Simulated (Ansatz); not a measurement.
Ansatz (an electronic-structure program) input file for C₄H₅BO₂, SMILES C#CB(O)C(C)=O, PBE-D3(BJ)/def2-SVP. 

Ansatz 0.2 input:
```yaml
crystal:
  periodic: [false, false, false]
  atoms:
    - {symbol: C, position_ang: [2.75993308, 0.34611513, -0.66518798]}
    - {symbol: C, position_ang: [1.64501901, -0.07239804, -0.38990684]}
    - {symbol: B, position_ang: [0.22866799, -0.56556642, -0.08672342]}
    - {symbol: O, position_ang: [-0.11242826, -1.87863589, -0.10201966]}
    - {symbol: C, position_ang: [-0.90888520, 0.46776575, 0.36089776]}
    - {symbol: C, position_ang: [-2.04066449, 0.88972063, -0.53571064]}
    - {symbol: O, position_ang: [-0.80113146, 0.85888538, 1.51476621]}
    - {symbol: H, position_ang: [3.74169796, 0.71764284, -0.90066427]}
    - {symbol: H, position_ang: [0.64287239, -2.46173404, -0.26284816]}
    - {symbol: H, position_ang: [-2.70005038, 1.60184888, -0.01843562]}
    - {symbol: H, position_ang: [-1.63864087, 1.34143727, -1.45894326]}
    - {symbol: H, position_ang: [-2.61315578, -0.00057943, -0.84801781]}
basis:
  gaussian:
    orbitals: def2-SVP
hamiltonian:
  xc: pbe
  dispersion: d3bj
relax: {f_tol: 0.002, max_steps: 200}
```

Program output:

```
[...]
mean field: 0.36 GiB planned
mean field evaluation 32: about -8981.7483 eV, gradient 2.7e-5 eV
mean field -8981.74828476 eV, -330.0731614174 hartree, gradient 2.7e-5 eV, S^2 0.000000; 0 other end points of the search recorded, 0 dependent functions left out
the calculation of the forces begins
reference -8981.74832026 eV, -330.0731627219 hartree; 25, 25 occupied and 98, 98 virtual orbitals, 1362 factors
relax step   3: F+E_penalty+E_count = -8981.98917248 eV  Δ(F+E_penalty+E_count) = -8.808e-4 eV  max|allowed force component| = 3.679e-2 eV/Å  Δτ_max = 0.0077 Å  (34 SCF iters, accepted)
these checks for a lower state are left out or cut short: starts, cluster_reference, orbital_swaps, neighbouring_geometries, increment
integrals: 0.06 GiB planned
1362 factors; their error is unknown
mean field: 0.36 GiB planned
mean field -8981.74827564 eV, -330.0731610822 hartree, gradient 1.5e-5 eV, S^2 0.000000; 0 other end points of the search recorded, 0 dependent functions left out
the calculation of the forces begins
reference -8981.74831113 eV, -330.0731623863 hartree; 25, 25 occupied and 98, 98 virtual orbitals, 1362 factors
relax step   4: F+E_penalty+E_count = -8981.98919290 eV  Δ(F+E_penalty+E_count) = -2.042e-5 eV  max|allowed force component| = 4.468e-2 eV/Å  Δτ_max = 0.0021 Å  (26 SCF iters, accepted)
these checks for a lower state are left out or cut short: starts, cluster_reference, orbital_swaps, neighbouring_geometries, increment
integrals: 0.06 GiB planned
1362 factors; their error is unknown
mean field: 0.36 GiB planned
mean field -8981.74851849 eV, -330.0731700066 hartree, gradient 2.7e-5 eV, S^2 0.000000; 0 other end points of the search recorded, 0 dependent functions left out
the calculation of the forces begins
reference -8981.74855397 eV, -330.0731713107 hartree; 25, 25 occupied and 98, 98 virtual orbitals, 1362 factors
relax step   5: F+E_penalty+E_count = -8981.98938827 eV  Δ(F+E_penalty+E_count) = -1.954e-4 eV  max|allowed force component| = 4.063e-2 eV/Å  Δτ_max = 0.0096 Å  (34 SCF iters, accepted)
these checks for a lower state are left out or cut short: starts, cluster_reference, orbital_swaps, neighbouring_geometries, increment
integrals: 0.06 GiB planned
1362 factors; their error is unknown
mean field: 0.36 GiB planned
mean field -8981.74862800 eV, -330.0731740311 hartree, gradient 2.7e-5 eV, S^2 0.000000; 0 other end points of the search recorded, 0 dependent functions left out
the calculation of the forces begins
reference -8981.74866348 eV, -330.0731753349 hartree; 25, 25 occupied and 98, 98 virtual orbitals, 1362 factors
relax step   6: F+E_penalty+E_count = -8981.98952156 eV  Δ(F+E_penalty+E_count) = -1.333e-4 eV  max|allowed force component| = 1.407e-2 eV/Å  Δτ_max = 0.0041 Å  (35 SCF iters, accepted)
these checks for a lower state are left out or cut short: starts, cluster_reference, orbital_swaps, neighbouring_geometries, increment
integrals: 0.06 GiB planned
1362 factors; their error is unknown
mean field: 0.36 GiB planned
mean field -8981.74872858 eV, -330.0731777275 hartree, gradient 2.7e-5 eV, S^2 0.000000; 0 other end points of the search recorded, 0 dependent functions left out
the calculation of the forces begins
reference -8981.74876406 eV, -330.0731790311 hartree; 25, 25 occupied and 98, 98 virtual orbitals, 1362 factors
relax step   7: F+E_penalty+E_count = -8981.98963024 eV  Δ(F+E_penalty+E_count) = -1.087e-4 eV  max|allowed force component| = 1.197e-2 eV/Å  Δτ_max = 0.0096 Å  (34 SCF iters, accepted)
these checks for a lower state are left out or cut short: starts, cluster_reference, orbital_swaps, neighbouring_geometries, increment
integrals: 0.06 GiB planned
1362 factors; their error is unknown
mean field: 0.36 GiB planned
mean field evaluation 64: about -8981.7488 eV, gradient 7.1e-5 eV
mean field -8981.74879226 eV, -330.0731800676 hartree, gradient 2.7e-5 eV, S^2 0.000000; 0 other end points of the search recorded, 0 dependent functions left out
the calculation of the forces begins
reference -8981.74882773 eV, -330.0731813710 hartree; 25, 25 occupied and 98, 98 virtual orbitals, 1362 factors
relax step   8: F+E_penalty+E_count = -8981.98967764 eV  Δ(F+E_penalty+E_count) = -4.739e-5 eV  max|allowed force component| = 1.139e-2 eV/Å  Δτ_max = 0.0082 Å  (34 SCF iters, accepted)
these checks for a lower state are left out or cut short: starts, cluster_reference, orbital_swaps, neighbouring_geometries, increment
integrals: 0.06 GiB planned
1362 factors; their error is unknown
mean field: 0.36 GiB planned
mean field -8981.74888106 eV, -330.0731833309 hartree, gradient 2.7e-5 eV, S^2 0.000000; 0 other end points of the search recorded, 0 dependent functions left out
the calculation of the forces begins
reference -8981.74891652 eV, -330.0731846339 hartree; 25, 25 occupied and 98, 98 virtual orbitals, 1362 factors
relax step   9: F+E_penalty+E_count = -8981.98973640 eV  Δ(F+E_penalty+E_count) = -5.877e-5 eV  max|allowed force component| = 8.441e-3 eV/Å  Δτ_max = 0.0138 Å  (33 SCF iters, accepted)
these checks for a lower state are left out or cut short: starts, cluster_reference, orbital_swaps, neighbouring_geometries, increment
integrals: 0.06 GiB planned
1362 factors; their error is unknown
mean field: 0.36 GiB planned
mean field -8981.74894271 eV, -330.0731855966 hartree, gradient 2.7e-5 eV, S^2 0.000000; 0 other end points of the search recorded, 0 dependent functions left out
the calculation of the forces begins
reference -8981.74897815 eV, -330.0731868990 hartree; 25, 25 occupied and 98, 98 virtual orbitals, 1362 factors
relax step  10: F+E_penalty+E_count = -8981.98977719 eV  Δ(F+E_penalty+E_count) = -4.078e-5 eV  max|allowed force component| = 1.543e-2 eV/Å  Δτ_max = 0.0139 Å  (33 SCF iters, accepted)
these checks for a lower state are left out or cut short: starts, cluster_reference, orbital_swaps, neighbouring_geometries, increment
integrals: 0.06 GiB planned
1362 factors; their error is unknown
mean field: 0.36 GiB planned
mean field -8981.74895377 eV, -330.0731860030 hartree, gradient 2.7e-5 eV, S^2 0.000000; 0 other end points of the search recorded, 0 dependent functions left out
the calculation of the forces begins
reference -8981.74898920 eV, -330.0731873050 hartree; 25, 25 occupied and 98, 98 virtual orbitals, 1362 factors
relax step  11: F+E_penalty+E_count = -8981.98978998 eV  Δ(F+E_penalty+E_count) = -1.279e-5 eV  max|allowed force component| = 2.116e-2 eV/Å  Δτ_max = 0.0153 Å  (33 SCF iters, accepted)
these checks for a lower state are left out or cut short: starts, cluster_reference, orbital_swaps, neighbouring_geometries, increment
integrals: 0.06 GiB planned
1362 factors; their error is unknown
mean field: 0.36 GiB planned
mean field -8981.74894400 eV, -330.0731856438 hartree, gradient 2.7e-5 eV, S^2 0.000000; 0 other end points of the search recorded, 0 dependent functions left out
the calculation of the forces begins
reference -8981.74897940 eV, -330.0731869449 hartree; 25, 25 occupied and 98, 98 virtual orbitals, 1362 factors
relax step  12: F+E_penalty+E_count = -8981.98981238 eV  Δ(F+E_penalty+E_count) = -2.240e-5 eV  max|allowed force component| = 1.471e-2 eV/Å  Δτ_max = 0.0063 Å  (34 SCF iters, accepted)
these checks for a lower state are left out or cut short: starts, cluster_reference, orbital_swaps, neighbouring_geometries, increment
integrals: 0.06 GiB planned
1362 factors; their error is unknown
mean field: 0.36 GiB planned
mean field evaluation 96: about -8981.8012 eV, gradient 2.7e-1 eV
mean field -8981.74894451 eV, -330.0731856626 hartree, gradient 1.4e-5 eV, S^2 0.000000; 0 other end points of the search recorded, 0 dependent functions left out
the calculation of the forces begins
reference -8981.74897992 eV, -330.0731869640 hartree; 25, 25 occupied and 98, 98 virtual orbitals, 1362 factors
relax step  13: F+E_penalty+E_count = -8981.98982011 eV  Δ(F+E_penalty+E_count) = -7.730e-6 eV  max|allowed force component| = 7.901e-3 eV/Å  Δτ_max = 0.0033 Å  (26 SCF iters, accepted)
these checks for a lower state are left out or cut short: starts, cluster_reference, orbital_swaps, neighbouring_geometries, increment
integrals: 0.06 GiB planned
1362 factors; their error is unknown
mean field: 0.36 GiB planned
mean field -8981.74893819 eV, -330.0731854303 hartree, gradient 1.2e-5 eV, S^2 0.000000; 0 other end points of the search recorded, 0 dependent functions left out
the calculation of the forces begins
reference -8981.74897360 eV, -330.0731867318 hartree; 25, 25 occupied and 98, 98 virtual orbitals, 1362 factors
relax step  14: F+E_penalty+E_count = -8981.98982313 eV  Δ(F+E_penalty+E_count) = -3.018e-6 eV  max|allowed force component| = 7.584e-3 eV/Å  Δτ_max = 0.0025 Å  (26 SCF iters, accepted)
these checks for a lower state are left out or cut short: starts, cluster_reference, orbital_swaps, neighbouring_geometries, increment
integrals: 0.06 GiB planned
1362 factors; their error is unknown
mean field: 0.36 GiB planned
mean field -8981.74893941 eV, -330.0731854754 hartree, gradient 5.3e-5 eV, S^2 0.000000; 0 other end points of the search recorded, 0 dependent functions left out
the calculation of the forces begins
reference -8981.74897483 eV, -330.0731867769 hartree; 25, 25 occupied and 98, 98 virtual orbitals, 1362 factors
relax step  15: F+E_penalty+E_count = -8981.98982348 eV  Δ(F+E_penalty+E_count) = -3.567e-7 eV  max|allowed force component| = 6.373e-3 eV/Å  Δτ_max = 0.0006 Å  (20 SCF iters, accepted)
these checks for a lower state are left out or cut short: starts, cluster_reference, orbital_swaps, neighbouring_geometries, increment
integrals: 0.06 GiB planned
1362 factors; their error is unknown
mean field: 0.36 GiB planned
mean field -8981.74894095 eV, -330.0731855318 hartree, gradient 9.7e-6 eV, S^2 0.000000; 0 other end points of the search recorded, 0 dependent functions left out
the calculation of the forces begins
reference -8981.74897636 eV, -330.0731868331 hartree; 25, 25 occupied and 98, 98 virtual orbitals, 1362 factors
relax step  16: F+E_penalty+E_count = -8981.98982632 eV  Δ(F+E_penalty+E_count) = -2.837e-6 eV  max|allowed force component| = 1.417e-3 eV/Å  Δτ_max = 0.0029 Å  (26 SCF iters, accepted)
integrals: 0.06 GiB planned
1362 factors; their error is unknown
mean field: 0.36 GiB planned
mean field evaluation 128: about -8981.8011 eV, gradient 3.3e-1 eV
mean field -8981.74894095 eV, -330.0731855318 hartree, gradient 9.7e-6 eV, S^2 0.000000; 1 other end points of the search recorded, 0 dependent functions left out
the calculation of the forces begins
reference -8981.74897636 eV, -330.0731868331 hartree; 25, 25 occupied and 98, 98 virtual orbitals, 1362 factors
Total energy: -8981.98986173 eV, -330.0820392072 hartree
Atom 0 at     2.744956     0.357010    -0.693119 Å, force    -0.000291     0.001417     0.000252 eV/Å
Atom 1 at     1.631092    -0.074585    -0.398922 Å, force    -0.000047    -0.001385    -0.000133 eV/Å
Atom 2 at     0.223413    -0.586716    -0.077686 Å, force     0.000435    -0.000344     0.000217 eV/Å
Atom 3 at    -0.095548    -1.913998    -0.057592 Å, force    -0.000871     0.000343     0.000102 eV/Å
Atom 4 at    -0.927355     0.439919     0.362186 Å, force    -0.000956     0.000627    -0.000671 eV/Å
Atom 5 at    -2.034644     0.914171    -0.546058 Å, force     0.001137    -0.000296    -0.000796 eV/Å
Atom 6 at    -0.832549     0.791355     1.538788 Å, force     0.000287    -0.000122    -0.000139 eV/Å
Atom 7 at     3.725055     0.740366    -0.946150 Å, force     0.000048    -0.000428    -0.000126 eV/Å
Atom 8 at     0.685961    -2.480951    -0.201703 Å, force     0.000703    -0.000006    -0.000080 eV/Å
Atom 9 at    -2.698442     1.624362    -0.015919 Å, force    -0.000394    -0.000169    -0.000105 eV/Å
Atom 10 at    -1.599829     1.392914    -1.449620 Å, force     0.000016     0.000273     0.000792 eV/Å
Atom 11 at    -2.618876     0.040654    -0.906999 Å, force    -0.000066     0.000090     0.000686 eV/Å
Dipole moment:     0.261126    -0.212449    -0.554074 e Å
```

The calculation finished and met its thresholds.
